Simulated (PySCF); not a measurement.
# Bismuth: highly charged ions in a basis for the neutral atom

Bi⁹⁺ [Xe] 4f14 5d6, Bi¹⁰⁺ [Xe] 4f14 5d5. Calculation: PySCF 2.14, in def2-TZVP with the def2 core potential (60 electrons); a scalar-relativistic core potential. No spin-orbit coupling, so a gap to NIST mixes the basis error with missing relativistic terms.

Changed run: basis of the neutral atom used for a highly charged ion. This setting is unsound on purpose.

```
species  method  sound run (hartree)  changed run (hartree)  converged
   Bi⁹⁺     UHF              not run             -191.43901        yes
   Bi⁹⁺    TPSS              not run             -192.03128        yes
   Bi⁹⁺  M06-2X              not run             -191.91020        yes
  Bi¹⁰⁺     UHF              not run             -185.49904        yes
  Bi¹⁰⁺    TPSS              not run             -186.03114        yes
  Bi¹⁰⁺  M06-2X              not run             -185.88705        yes
```

Ionisation energy of Bi⁹⁺:

```
method  changed run (eV)    NIST (eV)
   UHF            161.63  161.1 ± 2.2
  TPSS            163.27  161.1 ± 2.2
M06-2X            163.90  161.1 ± 2.2
```

The contracted functions were made for the neutral atom and can be too rigid for a highly charged ion.
